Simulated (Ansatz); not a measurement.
This geometry of Cl$_{2}$F$_{2}$H$_{4}$OSiTi (11 atoms, charge 0, multiplicity 1) is a first-order saddle point.

Level of theory: RKS PBE/def2-SVP (Ansatz).

```xyz
11
Properties=species:S:1:pos:R:3
Ti 0.113 -0.260 -0.107
Cl 0.735 0.168 2.474
F 1.611 0.509 -0.538
F -1.196 0.869 0.059
Cl -0.405 -1.309 -1.991
O 0.091 -1.890 0.921
Si -0.094 -3.572 0.627
H 0.990 -4.035 -0.299
H 0.039 -4.237 1.965
H -1.450 -3.824 0.042
H 0.421 -1.195 1.967
```

Task: Which two structures does it join? (They come from a converged band through this point; their orientation in space is the band's.)

Result: Bonds broken: Ti1–Cl2, O6–H11. Bonds formed: Cl2–H11. Cl2F2H4OSiTi becomes ClF2H3OSiTi + ClH.

First end point:

```xyz
11
Properties=species:S:1:pos:R:3
Ti 0.069 0.001 0.046
Cl -0.421 0.567 2.175
F 1.763 -0.123 -0.332
F -0.276 1.557 -0.654
Cl -1.246 -1.224 -1.289
O 0.367 -1.984 1.102
Si 0.117 -3.615 0.592
H 0.813 -3.756 -0.720
H 0.756 -4.471 1.647
H -1.343 -3.937 0.498
H 0.257 -1.792 2.055
```

Last end point:

```xyz
11
Properties=species:S:1:pos:R:3
Ti -0.036 -0.384 -0.410
Cl 0.916 0.107 2.967
F 1.515 0.400 -0.551
F -1.257 0.705 0.195
Cl -0.647 -1.083 -2.406
O 0.073 -1.864 0.603
Si -0.053 -3.568 0.597
H 1.093 -4.138 -0.186
H 0.011 -4.018 2.027
H -1.364 -3.956 -0.021
H 0.604 -0.977 2.305
```

Task: How far does it lie above each of them?

Result: 48.3 kJ/mol above the first and 21.3 kJ/mol above the second. This is the barrier of this one path; another mechanism may lie lower. The orbitals stay closed-shell, which can raise the energy where a bond breaks towards radicals; this wasn't checked here.

The run took 3.6 min on 4 threads of Intel(R) Xeon(R) Platinum 8488C (Sapphire Rapids) (shared host), peak memory 0.27 GiB.
